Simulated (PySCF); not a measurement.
# From computed data to an observable: oscillator strength and radiative lifetime

H8N2OSi2, SMILES N[SiH2]O[SiH2]N.

The structure is a stationary point at B3LYP-D3(BJ)/def2-SVP. The values are those of a single conformer.

PySCF 2.14.0 with TDA-PBE/def2-SVPD puts the first singlet state with f over 0.02 at 5.59 eV (vertical), with the transition dipole (0.673, -0.185, 0.000) in atomic units.

**Question.** Find the oscillator strength, the wavelength and the radiative lifetime that this transition would have in vacuum if emission retraced absorption.

**Answer.** 
|μ|² = 0.4872 au, so |μ| = 1.77 D. ΔE = 5.59/27.211 = 0.2054 hartree. f = (2/3) ΔE |μ|² = 0.067 (the program prints 0.067).
λ = 1239.84/5.59 = 222 nm; ν = 45086 cm⁻¹.
Einstein's coefficient A = 0.6670 ν² f s⁻¹ (ν in cm⁻¹) = 9.0e7 s⁻¹, so τ = 1/A = 11 ns. This state is S1. The figure is the radiative limit of this one transition; relaxation, internal conversion, crossing to triplets and a medium change what is measured.
